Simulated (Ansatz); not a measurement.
CH$_{4}$F$_{2}$GeO (`C[O][GeH]([F])[F]`) at its PBE0-D4/def2-TZVP geometry, where that method's forces vanish. Total charge 0; spin multiplicity 1.

```xyz
9

C     0.7029   -0.5058    1.1006
O     0.8679    0.0306   -0.2045
Ge   -0.5059    0.5143   -1.1515
F    -1.4237    1.6735   -0.2686
F    -1.5860   -0.8181   -1.3054
H     1.6987   -0.7289    1.4851
H     0.1169   -1.4292    1.0824
H     0.2193    0.2118    1.7696
H    -0.0899    1.0519   -2.5077
```

Q: What forces (eV/Å) does PBE-D4/def2-TZVPP give on these atoms in the Gaussian-basis code of Ansatz? (Estimate.)

A: Ansatz gave: 
```
C1  -0.061 -0.082  0.210
O2   0.665  0.009 -0.124
Ge3  0.221  0.181 -0.470
F4  -0.411  0.529  0.380
F5  -0.483 -0.593 -0.087
H6   0.212 -0.050  0.088
H7  -0.123 -0.203  0.023
H8  -0.102  0.137  0.166
H9   0.082  0.073 -0.187
```
